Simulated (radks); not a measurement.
Problem. Species: Au XX. Configuration: [Kr] 4d10 4f12 5s2. Calculated with a radial shooting solver on a logarithmic mesh with Libxc functionals: Dirac Kohn-Sham, BLYP, spin-unpolarised, spherical densities, finite nucleus; open shells fill j = l - 1/2 first; Fermi nuclear charge, rms radius 5.4371 fm. Some entries of the table are withheld. Estimate them.

orbital,occ.,eigenvalue (eV),<r> (bohr),<1/r> (bohr^-1)
1s1/2,2,-81095.65,0.01687,95.69
2s1/2,2,-14687.93,0.07046,23.52
2p1/2,2,-14110.22,0.05797,23.49
2p3/2,4,-12273.60,0.06652,19.14
3s1/2,2,-3822.198,0.1832,(1)
3p1/2,2,(2),0.1734,(3)
3p3/2,4,(4),0.1891,(5)
3d3/2,4,-2721.009,0.1646,7.322
3d5/2,6,-2633.670,0.1694,7.063
4s1/2,2,-1181.146,0.4032,3.693
4p1/2,2,(6),0.4047,3.589
4p3/2,4,(7),0.4368,3.201
4d3/2,4,-785.2893,0.4408,3.016
4d5/2,6,-766.2072,0.4508,2.929
4f5/2,6,-529.1078,0.4557,2.629
4f7/2,6,-524.7324,0.4605,2.598
5s1/2,2,-504.9695,0.8185,1.715

Solution. 
(1) 3s1/2 <1/r> (bohr^-1): 8.641
(2) 3p1/2 eigenvalue (eV): -3561.430
(3) 3p1/2 <1/r> (bohr^-1): 8.557
(4) 3p3/2 eigenvalue (eV): -3155.505
(5) 3p3/2 <1/r> (bohr^-1): 7.423
(6) 4p1/2 eigenvalue (eV): -1069.273
(7) 4p3/2 eigenvalue (eV): -969.2108
